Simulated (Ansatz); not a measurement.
In(H2O)F3 (InOF₃H₂). Charge 0, multiplicity 1. Geometry relaxed at PBE0-D4/def2-SVP.

```tsv
atom	x (Å)	y (Å)	z (Å)
In1	0.588	0.689	-0.405
O2	-0.620	-0.709	0.923
H3	-0.327	-1.579	0.608
H4	-1.516	-0.587	0.568
F5	1.660	1.994	0.547
F6	-1.162	1.162	-1.150
F7	1.376	-0.969	-1.090
```

In the def2 sets In takes a core potential; there is no spin–orbit coupling.

Task: Estimate the harmonic wavenumbers at RKS PBE0-D4/def2-SVP (Ansatz, unscaled). Is this a minimum?

Result: 60i, 71, 116, 117, 158, 320, 331, 574, 588, 606, 648, 654, 1613, 3769, 3861 cm⁻¹. No: 1 imaginary mode, a saddle point. Zero-point energy 80.3 kJ/mol. Hardware: 4 threads of Arm Neoverse V2 on a shared host. Wall time 36 s.
